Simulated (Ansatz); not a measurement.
C$_{3}$H$_{4}$O$_{2}$Si, SMILES `C#C[SiH2]C(=O)O`, 10 atoms. Total charge 0; spin multiplicity 1. All runs use 4 threads of an Oxide Virtual Turin-like on a shared host. Correlated methods freeze the cores.

Q: How many basis functions does each run have, and how long does it take in Ansatz? RKS PBE0-D4/def2-SVP energy; RKS PBE0-D4/def2-TZVP relaxation (53 steps); RKS ωB97M-V/def2-QZVPP energy; direct RPA on PBE orbitals/def2-TZVPP energy; RHF-MP2/def2-QZVPP energy; RKS ωB97M-V/def2-SVP energy; RHF-CCSD(T)/def2-SVP energy; RKS PBE0-D4/def2-TZVP frequencies; RKS B97M-V/def2-TZVPP energy; RKS r2SCAN0-D4/def2-TZVPP energy; RHF-CCSD(T)/def2-TZVPP energy; RKS PBE0-D4/def2-QZVPP energy. (Estimate.)

A: Ansatz gave: Other jobs shared the machine, so times are rough.

```csv
level,job,functions,wall time,peak host memory (GiB)
RKS PBE0-D4/def2-SVP,energy,108,1.3 s,0.24
RKS ωB97M-V/def2-SVP,energy,108,3.9 s,0.34
RKS r2SCAN0-D4/def2-TZVPP,energy,253,4.1 s,0.64
RHF-CCSD(T)/def2-SVP,energy,108,4.5 s,0.53
direct RPA on PBE orbitals/def2-TZVPP,energy,253,4.6 s,0.6
RKS B97M-V/def2-TZVPP,energy,253,6 s,0.41
RKS PBE0-D4/def2-QZVPP,energy,475,7.5 s,1.6
RKS ωB97M-V/def2-QZVPP,energy,475,15 s,1.9
RHF-MP2/def2-QZVPP,energy,475,22 s,2.7
RHF-CCSD(T)/def2-TZVPP,energy,253,120 s,5.8
RKS PBE0-D4/def2-TZVP,frequencies,216,2.9 min,0.59
RKS PBE0-D4/def2-TZVP,relaxation (53 steps),216,2.9 min,0.6
```
